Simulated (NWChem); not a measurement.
Molecule: C₄H₄OS; SMILES S1C(=O)CC=C1

```xyz
10

O      0.1070    -2.1606     0.0000
C      0.1654    -0.9599     0.0000
C      1.4393    -0.1055     0.0000
C      1.0504     1.3396     0.0000
C     -0.2660     1.5759     0.0000
S     -1.3030     0.1347     0.0000
H      2.0343    -0.3908    -0.8789
H      2.0343    -0.3908     0.8789
H      1.7929     2.1311     0.0000
H     -0.7429     2.5494     0.0000
```
Atoms are numbered in this order, from 1.

The geometry was optimised at B3LYP/6-31G* (spherical d).

 Unshifted, non-relativistic core excitations; the lowest 4 roots alone, so stronger bands may lie above.

Q: List the first O K-edge excitations from BHandHLYP/6-311G** (spherical d), restricted-window TDA (NWChem).

A: 
```tsv
state	energy (eV)	dipole oscillator strength	leading excitation (squared amplitude)
S1	528.9	0.0472	1s of atom 1 or its equivalents → LUMO (0.76)
S2	533.9	0.0046	1s of atom 1 or its equivalents → LUMO+2 (0.87)
S3	534.7	0.0002	1s of atom 1 or its equivalents → LUMO+1 (0.79)
S4	535.3	0.0054	1s of atom 1 or its equivalents → LUMO+4 (0.41)
```
